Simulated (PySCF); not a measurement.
System: C5H5, charge -1, multiplicity 1. It need not be the lowest isomer of its formula. Whether it binds its extra electron was not tested at this geometry. SMILES: c1cc[cH-]c1
Structure (B3LYP-D3(BJ)/def2-TZVP (Ansatz) minimum search):
```
C
H 1 1.0842
C 1 1.4114 2 126.00
H 3 1.0842 1 126.00 2 0.00
C 3 1.4114 4 126.00 1 180.00
H 5 1.0842 3 126.00 4 0.00
C 5 1.4114 6 126.00 3 180.00
H 7 1.0842 5 126.00 6 0.00
C 1 1.4114 2 126.00 3 -180.00
H 9 1.0842 1 126.00 2 0.00
```
Charge -1, spin multiplicity 1.

Dispersion corrections to the total energy (kcal/mol) from the dftd3 and dftd4 libraries through PySCF: D3(BJ) without and D4 with the three-body term, each with the damping fitted for the functional named.

| functional | D3(BJ) | D4 |
|---|---|---|
| revPBE | -13.00 | ? |
| BP86 | -7.64 | -7.59 |
| LC-wPBE | -4.50 | -6.49 |
| TPSS | -6.19 | -7.97 |
| BLYP | ? | -13.39 |
| PW6B95 | -2.31 | ? |
| B3LYP | -8.60 | -9.44 |

Question: Complete the blanks.

Answer: 
- revPBE, D4: -20.77
- BLYP, D3(BJ): -10.58
- PW6B95, D4: -5.26
